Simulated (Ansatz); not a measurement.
Consider the cleavage of the Si–Si bond: `N[SiH](N)[SiH3]` + NH₃ → `N[SiH](N)N` + SiH₄.

Gas-phase electronic energies from Ansatz, PBE0-D4/def2-TZVP geometries. CBS: MP2 limit from def2 TZ/QZ plus the TZ coupled-cluster correction, frozen cores. This one scheme is used for every species. Functionals use def2-TZVPP. B3LYP here is the variant with VWN-RPA as its local correlation; programs differ in this. HSE06 is defined as in plane-wave codes. One conformer a species, not always the lowest.

```
             level  ΔE (kJ/mol)  difference from CCSD(T)/CBS
       LDA (SPW92)        -68.9                         10.1
            PBE-D4        -58.5                         20.5
           BLYP-D4        -71.9                          7.1
         r2SCAN-D4        -74.5                          4.5
            B97M-V        -73.2                          5.8
           PBE0-D4        -65.6                         13.4
          B3LYP-D4        -76.7                          2.3
        r2SCANh-D4        -75.8                          3.2
          HSE06-D4        -65.4                         13.6
          BHLYP-D4        -84.5                         -5.5
      CAM-B3LYP-D4        -84.8                         -5.8
           ωB97X-V        -78.0                          1.0
           ωB97M-V        -84.4                         -5.4
            B2PLYP        -83.5                         -4.5
          PBE-QIDH        -78.2                          0.8
               PBE        -60.3                         18.7
            revPBE        -57.4                         21.6
            r2SCAN        -75.1                          3.9
              PBE0        -67.5                         11.5
           r2SCANh        -76.6                          2.4
           r2SCAN0        -78.7                          0.3
             HSE06        -67.4                         11.6
             BHLYP        -89.0                        -10.0
         CAM-B3LYP        -87.0                         -8.0
RPA@PBE/def2-TZVPP        -80.3                         -1.3
       HF/def2-SVP        -93.3                        -14.3
      MP2/def2-SVP        -85.3                         -6.3
     CCSD/def2-SVP        -80.8                         -1.8
  CCSD(T)/def2-SVP        -78.7                          0.3
     HF/def2-TZVPP        -97.5                        -18.5
    MP2/def2-TZVPP        -87.4                         -8.4
SCS-MP2/def2-TZVPP        -89.1                        -10.1
   CCSD/def2-TZVPP        -83.2                         -4.2
CCSD(T)/def2-TZVPP        -80.8                         -1.8
     HF/def2-QZVPP        -98.1                        -19.1
    MP2/def2-QZVPP        -86.6                         -7.6
SCS-MP2/def2-QZVPP        -88.2                         -9.2
      HF/CBS(def2)        -98.2                        -19.2
     MP2/CBS(def2)        -85.6                         -6.6
    CCSD/CBS(def2)        -81.4                         -2.4
       CCSD(T)/CBS        -79.0                            0
```

Largest T1 diagnostic among the species: 0.011.

In def2-TZVPP, CCSD(T) changes the Hartree–Fock value by +16.8 kJ/mol (the triples alone add +2.5 kJ/mol) and MP2 by +10.1 kJ/mol. From r2SCAN to r2SCAN0 (25 % exact exchange), in def2-TZVPP and without D4, ΔE moves by −3.6 kJ/mol.
